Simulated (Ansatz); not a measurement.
Ansatz results at the PBE0-D4/def2-TZVP geometry: HOMO–LUMO gap (PBE/def2-TZVPP) 6.18 eV; size of the dipole moment (PBE/def2-TZVPP) 1.70 D; size of the dipole moment (B3LYP/def2-TZVPP) 1.66 D.

Each molecule was computed in one conformer, which needn't be the lowest.

(1) Which molecule gave them?
A. `F[C@H]1[CH2][Ge@@H]1[F]`
B. `NBC[SiH2]Cl`
C. `[CH3][Al]1[CH2][SiH2]1`
D. `BN[SiH](C)Cl`

Answers

(1) B. The others give `[CH3][Al]1[CH2][SiH2]1`: 2.63, 2.07, 2.05; `F[C@H]1[CH2][Ge@@H]1[F]`: 4.60, 1.21, 1.26; `BN[SiH](C)Cl`: 5.98, 1.12, 1.18.

B3LYP here is the variant with VWN-RPA as its local correlation; programs differ in this.
